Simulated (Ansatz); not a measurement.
Species: KI, charge 0, multiplicity 1. SMILES: [K][I]
Geometry: optimised at B3LYP-D3(BJ)/def2-TZVP (Ansatz, a quantum-chemistry and plane-wave program).

Parts of the frozen-core correlation energy in def2-SVP (Ansatz, hartree). Frozen orbitals: 18; correlated occupied orbitals by spin: 4 and 4; virtual: 28 and 28. Spin-orbit coupling is left out. In def2 rows, elements after Kr have scalar-relativistic effective core potentials.

| term | value |
|---|---|
| reference (HF) | -895.82351 |
| MP2 opposite-spin | -0.07232 |
| MP2 same-spin | [?] |
| CCSD correlation | [?] |
| (T) | [?] |
| CCSDT minus CCSD(T) | -0.00014 |
| CCSDT(Q) minus CCSD(T) | -0.00036 |
| T1 diagnostic | 0.007 |
| largest doubles amplitude | 0.034 |

Q: What belongs in the gaps?

A: 
- MP2 same-spin, value: -0.02759
- CCSD correlation, value: -0.10942
- (T), value: -0.00127
